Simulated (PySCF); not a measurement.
Compound: C8H9N.
Atom-mapped SMILES: `[CH2:1]=[CH:2]/[CH:3]=[C:4](/[C:5]#[N:6])[C:7](=[CH2:8])[CH3:9]` (hydrogens: H10, H11 on C1; H12 on C2; H13 on C3; H14, H15 on C8; H16, H17, H18 on C9)

The geometry is computed with GFN2-xTB (gas phase).

(1) List the bond lengths, angles and torsions at this level.

Answers

(1) 
```csv
bond,length (bohr),order
C1=C2,2.518,double
C2–C3,2.716,single
C3=C4,2.556,double
C4–C5,2.671,single
C5≡N6,2.169,triple
C4–C7,2.787,single
C7=C8,2.509,double
C7–C9,2.833,single
C1–H10,2.037,single
C1–H11,2.033,single
C2–H12,2.044,single
C3–H13,2.048,single
C8–H14,2.035,single
C8–H15,2.035,single
"C9–H16, C9–H17, C9–H18",2.058,single
```

Bonds in one row agree within 0.02 bohr and their mean is given. Orders are formal, as drawn. A selection of angles:
```csv
angle,degrees
C1–C2–C3,122.8
C2–C3–C4,125.4
C3–C4–C5,118.3
C3–C4–C7,126.1
C5–C4–C7,115.6
C4–C5–N6,179.7
C4–C7–C8,121.4
C4–C7–C9,115.5
C8–C7–C9,123.0
```

Dihedral angles: C1–C2–C3–C4 -174° (antiperiplanar); C2–C3–C4–C5 -175° (antiperiplanar); C3–C4–C7–C8 48° (synclinal). The mirror-image conformer, all signs reversed, is as good.

The 7 C–C bonds span 1.328 Å (C7=C8, drawn double) to 1.499 Å (C7–C9, drawn single), a spread of 0.171 Å. Of the pairs four or more bonds apart, C5···H18 is among the closest relative to their van der Waals radii: 2.61 Å, 90 % of the sum of Bondi's values.

Point group: C1 (no symmetry element, even within 0.4 Å). No frequency check. One conformer, not necessarily the lowest.
